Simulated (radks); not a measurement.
Valence configurations of Sm III (all share [Xe]). All-electron calculation, scalar-relativistic Kohn-Sham, SCAN, spin-polarised, spherical densities, finite nucleus; open shells are filled with parallel spins first (spin-orbit coupling, left out, can overturn this in heavy ions); meta-GGA in the generalised Kohn-Sham scheme; Fermi nuclear charge, rms radius 5.0819 fm. Program: a radial shooting solver on a logarithmic mesh with Libxc functionals. Energies are relative to 4f6; eigenvalues in eV for spin up.

[
 {"valence": "4f6", "E (eV)": "0.000", "moment (Bohr magnetons)": "6", "e(4f)": "-17.206", "e(5d)": "-", "e(6p)": "-", "e(6s)": "-"},
 {"valence": "4f5 5d1", "E (eV)": "5.479", "moment (Bohr magnetons)": "6", "e(4f)": "-23.060", "e(5d)": "-15.566", "e(6p)": "-", "e(6s)": "-"},
 {"valence": "4f4.5 5d1 6p0.5", "E (eV)": "12.770", "moment (Bohr magnetons)": "6", "e(4f)": "-28.218", "e(5d)": "-17.791", "e(6p)": "-11.775", "e(6s)": "-"},
 {"valence": "4f4 5d2", "E (eV)": "15.349", "moment (Bohr magnetons)": "6", "e(4f)": "-29.584", "e(5d)": "-17.345", "e(6p)": "-", "e(6s)": "-"},
 {"valence": "4f3.5 5d1.5 6s1", "E (eV)": "24.289", "moment (Bohr magnetons)": "6", "e(4f)": "-36.110", "e(5d)": "-20.192", "e(6p)": "-", "e(6s)": "-17.953"}
]

NIST lists [Xe] 4f6 as the ground configuration; this level of theory agrees among the configurations tried. The energies are those of spherical high-spin densities, not of single terms. No valid solution was reached for [Xe] 4f5 6s1; [Xe] 4f4.5 5d0.5 6s1; [Xe] 4f5.5 6s0.5.
